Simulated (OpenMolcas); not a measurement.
# F3+: from RASSCF to RASPT2

* Program: OpenMolcas 26.06
* Basis: ANO-R2 [4s4p2d1f]
* Scalar Hamiltonian: X2C, finite nucleus
* Active space: 4 electrons in 9 orbitals (RAS2 2s 2p; RAS3 3d, at most 2 electrons)
* State averaging: 2S+1 = 3 even, 3 roots; 2S+1 = 1 even, 6 roots; 2S+1 = 5 odd, 1 root; 2S+1 = 3 odd, 9 roots; 2S+1 = 1 odd, 8 roots
* Spin-orbit coupling: state interaction with AMFI integrals over the reference wave functions, term energies averaged over their components

Methods on the same reference wave functions:
A. RASSCF
B. SS-RASPT2, IPEA 0.25 Eh, imaginary shift 0.1 Eh (closed shells correlated: 1s)

Energies in cm-1 above 2s2 2p2 3P0, the measured ground level; measured values from Moore, Atomic Energy Levels, vol. I, NSRDS-NBS 35 (1971 reprint of NBS Circular 467, 1949).

| Level | A | B | Measured |
| --- | --- | --- | --- |
| 2s2 2p2 3P0 | 0.0 | 0.0 | 0.0 |
| 2s2 2p2 3P1 | 212 | 212 | 225 |
| 2s2 2p2 3P2 | 621 | 621 | 613 |
| 2s2 2p2 1D2 | 27357 | 25925 | 25241 |
| 2s2 2p2 1S0 | 57114 | 54474 | 53544 |
| 2s 2p3 5S* 2 | 70774 | 72677 |  |
| 2s 2p3 3D* 1 | 150110 | 147888 | 147902 |
| 2s 2p3 3D* 2 | 150110 | 147888 | 147889 |
| 2s 2p3 3D* 3 | 150115 | 147894 | 147842 |
| 2s 2p3 3P* 0 | 179754 | 175890 |  |
| 2s 2p3 3P* 1 | 179756 | 175892 | 175242 |
| 2s 2p3 3P* 2 | 179759 | 175895 | 175237 |
| 2s 2p3 1D* 2 | 234924 | 230049 |  |
| 2s 2p3 3S* 1 | 244354 | 239488 |  |
| 2s 2p3 1P* 1 | 266112 | 259494 | 257390 |

Deviations, from unrounded energies. A percentage is the sum of absolute deviations over the sum of measured energies, with the sign that they share, or ± where signs differ.

```csv
Against measurement,Levels,A,B
mean absolute deviation (cm-1),10,3000,510
fine structure of the ground term (%),2,±2.4,±2.4
other terms of the ground configuration (%),2,+7.2,+2.0
other configurations (%),6,+2.3,±0.3
```

B lies closest to measurement on these levels. The largest miss of B in the table is 2s 2p3 1P* 1, by +2100 cm-1. The ranking rests on the paired levels alone, and a cruder setting can come out closer through cancelling errors.

From A to B the spin-free energies of the other terms of 2s2 2p2 shown, above 3P, scale by a factor of 0.95.

The lowest spin-free term lies below A's lowest term by 0.036 hartree in B.

Active for correlation alone: 3d; no level in the range computed is led by a configuration that fills it, so any true level of that kind is missing. Computed and measured levels are paired by configuration, term and J; levels that our copy of the source lacks, or whose pairing is in doubt (as where it misses far off the trend of its configuration), stay unpaired and out of the deviations. Levels of configurations outside the active space are missing.

* marks odd parity.
